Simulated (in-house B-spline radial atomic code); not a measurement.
I⁶⁺. Computed with a B-spline radial atomic code. Model: all-electron spherical atom, spin shells full or empty, radial basis limit, no spin-orbit coupling, Breit or QED, empty-state partial waves extrapolated as (l+1/2)^-4, RPA, G0W0 and static COHSEX of the highest shell as one setting changes (uncorrelated shells keep exact exchange).

In a row where one electron alone is correlated, RPA and GW hold only self-correlation.

Given: element I; charge 6; filled core Kr; hamiltonian one-electron scalar X2C; mean-field start r2SCAN; highest l of empty states 9; nuclear rms radius 4.75 fm; highest mean-field shell 5s up.

Shell: 4d 5 5, 5s 1 0 (electrons up and down).

```csv
lowest nl shells left uncorrelated,RPA correlation energy (hartree),G0W0 level (eV),G0W0 minus most complete (meV),COHSEX level (eV)
0,-3.7486,-88.473,0,-90.282
1,-3.5697,-88.473,0.3,-90.281
2,-3.3746,-88.477,-3.8,-90.291
3,?,?,?,?
4,-2.6347,-88.492,-19.5,-90.322
5,-2.0991,-88.479,-6.3,-90.309
6,-1.247,-88.392,80.8,-90.177
7,?,?,?,?
8,-0.64664,-88.356,117,-90.13
9,-0.02078,-87.018,1454.4,-88.149
```

Problem. What follows for lowest nl shells left uncorrelated = 7?

Solution. RPA correlation energy -1.0888 hartree; G0W0 level -88.478 eV; G0W0 minus most complete -4.7 meV; COHSEX level -90.331 eV.

Problem. What follows for lowest nl shells left uncorrelated = 3?

Solution. RPA correlation energy -2.8154 hartree; G0W0 level -88.472 eV; G0W0 minus most complete 0.8 meV; COHSEX level -90.279 eV.
